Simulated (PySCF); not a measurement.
A PySCF script (with the pyscf-properties extension) for the NMR shieldings of C5H4F3OP, on a GFN2-xTB geometry:

```python
import basis_set_exchange as bse
import numpy as np
from pyscf import gto, dft
from pyscf.prop import nmr

atoms = """
C     2.787132   -0.654772   -0.394775
C     1.729562   -0.675727    0.170920
P     0.181194    0.536932   -1.746646
O    -0.419521   -0.689218   -2.226884
C     0.408738   -0.609345    0.772158
C    -0.267455    0.612858    0.149982
C    -1.768264    0.642097    0.263089
F    -2.351987   -0.540063    0.067646
F    -2.207075    1.090040    1.453389
F    -2.275514    1.485201   -0.666936
H     3.734349   -0.684072   -0.845736
H     0.478648   -0.540383    1.860485
H    -0.144652   -1.515948    0.509153
H     0.114169    1.541928    0.582120
"""
names = dict.fromkeys(["C", "P", "O", "F", "H"], "pcSseg-1")
basis = {el: gto.basis.parse(bse.get_basis(n, elements=[el], fmt="nwchem")) for el, n in names.items()}
mol = gto.M(atom=atoms, basis=basis, charge=0, verbose=0)
mf = dft.RKS(mol, xc="PBE0")
mf.grids.level = 2
mf.grids.alignment = dft.numint.BLKSIZE   # the property module wants whole blocks of grid points
mf.conv_tol = 1e-9
mf.kernel()

calc = nmr.RKS(mf)   # GIAO
C = mf.mo_coeff
Co = C[:, mf.mo_occ > 0]
resp = mf.gen_response(singlet=True, hermi=2)
def vind(x):   # induced exchange potential for any number of trial vectors
    d = np.einsum("pi,xij,qj->xpq", C, 2 * x.reshape(-1, C.shape[1], Co.shape[1]), Co, optimize=True)
    return np.einsum("xpq,pi,qj->xij", resp(d - d.transpose(0, 2, 1)), C, Co, optimize=True).ravel()
mo1, _ = nmr.rhf.solve_mo1(calc, with_cphf=vind)
sigma = calc.kernel(mo1)
for i, s in enumerate(sigma):   # ppm
    print("%2d %-2s %9.2f" % (i, mol.atom_pure_symbol(i), np.trace(s) / 3))
```

Problem. Give the expected output.

Solution. 
```
 0 C      97.09
 1 C     100.85
 2 P    -212.37
 3 O    -383.78
 4 C     172.11
 5 C     132.50
 6 C      52.90
 7 F     257.23
 8 F     234.02
 9 F     253.23
10 H      29.56
11 H      28.95
12 H      28.12
13 H      28.84
```

These numbers come from an equivalent density-fitted implementation of the same equations, which agrees with the script to about 0.01 ppm for H and up to a few tenths of a ppm for heavy atoms, so last digits may differ.

Size and cost of the density-fitted run: 197 basis functions, of the order of 90 core-seconds.
